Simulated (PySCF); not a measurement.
How methods differ on the ionisation energy of Nb²⁺

Nb²⁺ [Kr] 4d3 (4F) → Nb³⁺ [Kr] 4d2 (3F), as a difference of total energies. Computed with PySCF 2.14 in def2-TZVPPD with the def2 core potential (28 electrons), with scalar relativity through the core potential. Correlated levels: valence: 4s2 4p6 frozen; valence and next inner shell: nothing frozen outside the core potential. The calculations carry no spin-orbit coupling.

| method | ionisation energy (eV) | difference from reference (eV) |
| --- | --- | --- |
| UHF | 24.236 | -0.804 |
| LDA | 25.489 | +0.449 |
| PBE | 25.389 | +0.349 |
| PBE0 | 25.319 | +0.279 |
| r2SCAN | 25.351 | +0.311 |
| BHandHLYP | 25.058 | +0.018 |
| M06-L | 24.626 | -0.414 |
| wB97X-V | 24.968 | -0.072 |
| LC-wPBE | 25.227 | +0.187 |
| MP2 (valence) | 24.536 | -0.504 |
| SCS-MP2 (valence) | 24.336 | -0.704 |
| MP2 (valence and next inner shell) | 24.938 | -0.102 |
| SCS-MP2 (valence and next inner shell) | 24.742 | -0.298 |

Reference: 25.04 eV (semi-empirical (NIST evaluation); NIST Atomic Spectra Database, ionization energies).

The reference lies between the lowest fine-structure levels, while these numbers refer to the centres of the terms.

Errors of the correlated levels include the incompleteness of this basis and the frozen core.
